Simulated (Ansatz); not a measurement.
`C[SiH]1BP1`, charge 0, multiplicity 1.

(1) Give a relaxed structure at PBE0-D4/def2-TZVP (Ansatz). (Estimate.)

Answers

(1) Computed: 
Z-matrix (Å, degrees):
```
C
Si 1 1.867
H 1 1.092 2 110.8
H 1 1.093 2 109.9 3 119.4
H 1 1.091 2 110.8 3 -120.8
B 2 1.940 1 122.7 3 133.4
P 2 2.280 1 127.9 3 69.8
H 2 1.483 1 112.4 3 -56.9
H 6 1.187 2 142.0 1 33.7
H 7 1.420 2 122.8 1 22.3
```
This is one stationary point; other conformers may exist.
